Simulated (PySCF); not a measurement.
## Working out the ionisation energy of Tc

Tc [Kr] 4d5 5s2 (6S) → Tc⁺ [Kr] 4d5 5s1 (7S). All numbers are calculated (PySCF 2.14, scalar relativity through the core potential, in def2-QZVPPD with the def2 core potential (28 electrons)). Frozen: nothing. Energies in hartree (1 hartree = 27.21139 eV):

```csv
part,Tc (lower),Tc⁺ (upper)
UHF,-80.113549,-79.910026
MP2 opposite-spin,-0.303644,-0.258381
MP2 same-spin,-0.157050,-0.151856
```

Q: What does Hartree-Fock give?

A: (-79.910026) − (-80.113549) = 0.203523 hartree = 5.538 eV.

Q: What do MP2 and SCS-MP2 (6/5 opposite-spin, 1/3 same-spin) give?

A: The opposite-spin parts differ by 1.232 eV and the same-spin parts by 0.141 eV. MP2: 5.538 + (1.232) + (0.141) = 6.911 eV. SCS-MP2: 5.538 + 1.2 × (1.232) + (0.141)/3 = 7.063 eV.

Measured between the centres of the two terms (NIST): 7.119 eV, so MP2 (valence and next inner shell) is off by -0.208 eV.

What remains against the reference includes basis incompleteness and correlation beyond second order.
